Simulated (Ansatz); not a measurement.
Species: CH₆OSi, SMILES `CO[SiH3]` (charge 0, multiplicity 1), formula CH6OSi.

How many basis functions does frozen-core CCSD(T)/cc-pVQZ // PBE0-D3(BJ)/def2-TZVP (Ansatz, a quantum-chemistry and plane-wave program) use, how many core orbitals are frozen, and how many electrons are correlated?

349 basis functions and 7 frozen orbitals, which leaves 20 correlated electrons. Core time is of the order of minutes.
